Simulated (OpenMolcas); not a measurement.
## Exact exchange and the vertical ionisation energy of BH2O2F

BH2O2F: 6 atoms, total charge 0, spin state singlet. SMILES: `OB(O)F`. Geometry: relaxed at PBE0-D4/def2-TZVP. This is one conformer, not always the lowest.

The vertical ionisation energy (to the doublet cation) y, in eV, basis def2-SVPD; a is the functional's share of exact exchange. Programs: OpenMolcas 26.06.

```
functional     program     a  y (eV)
       PBE  OpenMolcas     0   12.24
    r2SCAN  OpenMolcas     0   12.38
     B3LYP  OpenMolcas   0.2   12.59
      PBE0  OpenMolcas  0.25       ?
     BHLYP  OpenMolcas   0.5   12.78
```

Problem. Fit y = c + s·a to the known rows and predict PBE0.

Solution. 
1. Means of the 4 rows: a = 0.1750, y = 12.498.
2. Σ(Δa)² = 0.1675, Σ(Δa·Δy) = 0.15975, so the slope is 0.15975/0.1675 = 0.95373.
3. Intercept: 12.498 − (0.95373) × 0.1750 = 12.331. The largest residual of the fit is 0.091.
4. PBE0: 12.331 + (0.95373) × 0.25 = 12.57 eV.

The run gave 12.58 eV, so the prediction is off by -0.01 eV, within the largest residual. The rows mix families of semi-local functionals, which the line can't see.
